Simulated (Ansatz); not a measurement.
C3H3 (SMILES C#C[CH2]), doublet (typed; the unrestricted solution is spin-contaminated), geometry from GFN2-xTB, atoms displaced at random by about 0.05 Å a coordinate. Base run: HF/pcseg-1 run with Ansatz (a first-principles code).

Ansatz was given this input:
Ansatz 0.2 input:
```yaml
crystal:
  periodic: [false, false, false]
  atoms:
    - {symbol: C, position_ang: [1.29664791, -0.24709222, 0.17030392]}
    - {symbol: C, position_ang: [0.03510951, 0.01386906, -0.04238237]}
    - {symbol: C, position_ang: [-1.25182566, 0.13667189, -0.14579823]}
    - {symbol: H, position_ang: [2.29656055, -0.30255242, 0.25698664]}
    - {symbol: H, position_ang: [-1.59383135, 1.01544332, -0.74152859]}
    - {symbol: H, position_ang: [-1.90796583, -0.57940891, 0.29498134]}
basis:
  gaussian:
    orbitals: pcseg-1.json
hamiltonian:
  xc: hf
magnetization: {spin_polarized: true, initial_magnetization: 1}
relax: {}
```
The basis file holds pcseg-1 in the JSON format of the Basis Set Exchange.

The base run was repeated with changes; each row names its change, and settings that it needs were set with it.

```tsv
change	ΔE vs base (µEh)	optimiser steps
base	0.0	6
relax = f_tol: 0.1	5.9	5
relax = f_tol: 0.002	0.0	7
relax = escape_saddle: false	0.0	6
relax = f_tol: 0.0005	0.0	8
relax = max_displacement: 0.5	0.1	7
relax = max_displacement: 0.02	0.1	8
```
